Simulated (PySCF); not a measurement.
Field gradients from PBE0/pcSseg-1 densities (PySCF, non-relativistic) at GFN2-xTB geometries, isolated species, one conformer each; χzz is the principal value of largest magnitude, with Q(14N) = 0.02044 b, Q(17O) = −0.0256 b, Q(33S) = −0.0678 b. GFN2-xTB bond lengths can be off by several hundredths of an ångström, more for odd bonds, and the gradients follow them. A larger basis could move these couplings by a tenth or more.

(1) Rank these 14N sites by the size of the quadrupole coupling, smallest first.
A. N2 (silicon-bound nitrogen) in `[CH3:1][NH:2][SiH2:3][N:4]([CH3:5])[CH3:6]`
B. N6 (nitrogen bridging silicon atoms) in `[CH2:1]=[CH:2][CH2:3][N:4]1[SiH2:5][NH:6][SiH2:7]1`
C. The nitrile nitrogen of `N#C[C@H]1C[C@@H]([SiH2][SiH2][SiH3])C1`
D. The pyrrole-type nitrogen of `C=Cc1c[nH]c2ccsc12`
E. N6 (nitrogen bridging silicon atoms) in `[CH2:1]=[CH:2][Si@@H:3]1[NH:4][SiH2:5][N:6]1[CH3:7]`
F. The cyano nitrogen of `N#C[SiH2]O[SiH2]O[SiH3]`

(2) Rank these 17O sites by the size of the quadrupole coupling, smallest first.
A. The siloxane oxygen of `N#CC[Si@H]([SiH3])[SiH2]O[SiH3]`
B. The amide oxygen of `NC(=O)C1SCCS1`
C. The sulfonyl oxygen of `O=S(=O)(Cl)C(F)F`
D. O4 (siloxane oxygen) in `[N:1]#[C:2][SiH2:3][O:4][SiH2:5][O:6][SiH3:7]`

(3) These 33S couplings (χzz in MHz, η) are listed in rising order: (-32.60, 0.84); (-13.70, 0.27); (49.61, 0.54). Assign them to: the thiophene-type sulfur of `C=Cc1c[nH]c2ccsc12`; S6 (sulfide sulfur) in `[N:1]#[C:2][C@@H:3]1[CH2:4][CH2:5][S:6][CH2:7][S:8]1`; the sulfonyl sulfur of `O=S(=O)(Cl)C(F)F`.

Results:

(1) D (3.562 MHz), B (3.945 MHz), E (4.157 MHz), C (4.594 MHz), A (4.910 MHz), F (5.635 MHz).

(2) D (6.438 MHz), A (6.916 MHz), C (7.524 MHz), B (9.560 MHz).

(3) -32.60 MHz, η 0.84: the thiophene-type sulfur of `C=Cc1c[nH]c2ccsc12`; -13.70 MHz, η 0.27: the sulfonyl sulfur of `O=S(=O)(Cl)C(F)F`; 49.61 MHz, η 0.54: S6 (sulfide sulfur) in `[N:1]#[C:2][C@@H:3]1[CH2:4][CH2:5][S:6][CH2:7][S:8]1`.

All sites together:

```
nucleus                                                                                         site  Vzz (au)     η  χzz (MHz)
    14N                               the nitrile nitrogen of N#C[C@H]1C[C@@H]([SiH2][SiH2][SiH3])C1    -0.957  0.00     -4.594
    14N                                                the cyano nitrogen of N#C[SiH2]O[SiH2]O[SiH3]    -1.173  0.06     -5.635
    14N                    N2 (silicon-bound nitrogen) in [CH3:1][NH:2][SiH2:3][N:4]([CH3:5])[CH3:6]    -1.022  0.39     -4.910
    14N  N6 (nitrogen bridging silicon atoms) in [CH2:1]=[CH:2][Si@@H:3]1[NH:4][SiH2:5][N:6]1[CH3:7]    -0.866  0.43     -4.157
    14N   N6 (nitrogen bridging silicon atoms) in [CH2:1]=[CH:2][CH2:3][N:4]1[SiH2:5][NH:6][SiH2:7]1    -0.821  0.25     -3.945
    14N                                              the pyrrole-type nitrogen of C=Cc1c[nH]c2ccsc12    -0.742  0.07     -3.562
    17O                                       the siloxane oxygen of N#CC[Si@H]([SiH3])[SiH2]O[SiH3]     1.150  0.07     -6.916
    17O                        O4 (siloxane oxygen) in [N:1]#[C:2][SiH2:3][O:4][SiH2:5][O:6][SiH3:7]     1.070  0.23     -6.438
    17O                                                            the amide oxygen of NC(=O)C1SCCS1    -1.589  0.01      9.560
    17O                                                      the sulfonyl oxygen of O=S(=O)(Cl)C(F)F     1.251  0.21     -7.524
    33S                                              the thiophene-type sulfur of C=Cc1c[nH]c2ccsc12     2.046  0.84     -32.60
    33S                  S6 (sulfide sulfur) in [N:1]#[C:2][C@@H:3]1[CH2:4][CH2:5][S:6][CH2:7][S:8]1    -3.114  0.54      49.61
    33S                                                      the sulfonyl sulfur of O=S(=O)(Cl)C(F)F     0.860  0.27     -13.70
```
